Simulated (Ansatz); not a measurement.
```yaml
crystal:
  periodic: [false, false, false]
  atoms:
    - {symbol: C, position_ang: [1.035051, -1.232266, -0.159183]}
    - {symbol: N, position_ang: [0.388256, 0.196318, -0.063887]}
    - {symbol: Mo, position_ang: [-0.892831, 0.852059, 0.257982]}
    - {symbol: O, position_ang: [-2.272031, 0.200792, -0.027377]}
    - {symbol: Cl, position_ang: [-0.511073, 2.486134, -1.651774]}
    - {symbol: Cl, position_ang: [-0.566858, 2.092522, 2.188305]}
    - {symbol: H, position_ang: [0.031778, -1.889478, -0.293910]}
    - {symbol: H, position_ang: [1.616316, -1.233297, -0.933816]}
    - {symbol: H, position_ang: [1.641143, -1.498983, 0.622925]}
basis:
  gaussian: {orbitals: def2-mTZVPP, point_charges: [{charge: 0.50, position_ang: [5.348, 0.924, 0.827]}]}
hamiltonian: {xc: {name: PBEsol}, dispersion: d4}
accuracy: high
relax: {f_tol: 0.001, max_steps: 3}
output: {forces: true}
```

```sh
$ ansatz run in.yaml --threads 4 --pin off --events-out ev --progress --plain --max-ram 11315MiB
```

Question: How does Ansatz answer? (Best estimate.)

Answer: Ansatz gave: The calculation stopped without meeting its thresholds.
```
Functional definition: PBEsol
3588 factors; integrals over basis functions are off by at most 2.4e-9 eV
mean field evaluation 1: about -31436.8848 eV, gradient 1.0e2 eV
mean field evaluation 2: about -31275.4319 eV, gradient 2.7e2 eV
mean field evaluation 4: about -31448.3706 eV, gradient 5.5e1 eV
mean field evaluation 8: about -31454.3076 eV, gradient 2.6e0 eV
mean field evaluation 16: about -31454.3161 eV, gradient 1.9e-3 eV
mean field -31454.31612117 eV, -1155.9247969519 hartree, gradient 9.1e-8 eV, S^2 0.000000; 0 other end points of the search recorded, 0 dependent functions left out
reference -31454.31612742 eV, -1155.9247971814 hartree; 36, 36 occupied and 133, 133 virtual orbitals, 3588 factors
relax step   1: F+E_penalty+E_count = -31454.42827534 eV  Δ(F+E_penalty+E_count) = +0.000e0 eV  max|allowed force component| = 2.312e1 eV/Å  Δτ_max = 0.0000 Å  (38 SCF iters, accepted)
3591 factors; integrals over basis functions are off by at most 3.2e-9 eV
mean field evaluation 32: about -31459.4602 eV, gradient 1.8e-3 eV
mean field -31459.46024720 eV, -1156.1138400966 hartree, gradient 3.4e-8 eV, S^2 0.000000; 0 other end points of the search recorded, 0 dependent functions left out
reference -31459.46025356 eV, -1156.1138403302 hartree; 36, 36 occupied and 133, 133 virtual orbitals, 3591 factors
relax step   2: F+E_penalty+E_count = -31459.56960159 eV  Δ(F+E_penalty+E_count) = -5.141e0 eV  max|allowed force component| = 5.620e0 eV/Å  Δτ_max = 0.1946 Å  (50 SCF iters, accepted)
3612 factors; integrals over basis functions are off by at most 4.1e-9 eV
mean field -31460.00353128 eV, -1156.1338054183 hartree, gradient 3.2e-8 eV, S^2 0.000000; 0 other end points of the search recorded, 0 dependent functions left out
reference -31460.00353764 eV, -1156.1338056521 hartree; 36, 36 occupied and 133, 133 virtual orbitals, 3612 factors
relax step   3: F+E_penalty+E_count = -31460.11136574 eV  Δ(F+E_penalty+E_count) = -5.418e-1 eV  max|allowed force component| = 2.193e0 eV/Å  Δτ_max = 0.1947 Å  (50 SCF iters, accepted)
Error: geometry relaxation did not converge after 3 steps: max|allowed force component| = 2.19e0 eV/Å (threshold 1.0e-3). Raise `relax.max_steps` over both its present limit and 3, loosen `relax.f_tol`, or start from a geometry closer to equilibrium. Where this run's directory can be resumed (`checkpoint.write`), a resume goes on for up to `relax.max_steps` more
```
